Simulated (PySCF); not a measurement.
BHO, SMILES [B]O (connectivity only; charge and spin as stated), neutral, multiplicity 1. Geometry: PBE0-D3(BJ)/def2-TZVPD. A frequency run showed that this geometry is not a minimum.

TDA-PBE/def2-TZVPD (PySCF) puts the lowest singlet excitations at 4.79, 6.26, 6.26, 6.66, 7.04, 7.04 eV and the lowest triplet (TDA) at 3.45 eV.

Q: What are the lowest singlet roots from EOM-CCSD/aug-cc-pVDZ run with PySCF 2.14.0? (An estimate is asked for; the answer gives what the named calculation found.)

A: 6.15, 6.34, 6.34, 7.62, 7.94, 7.94 eV; triplets 3.76, 3.76, 5.90 eV. S1 differs by 1.37 eV (second minus first; roots are paired by order, and the bases may differ).
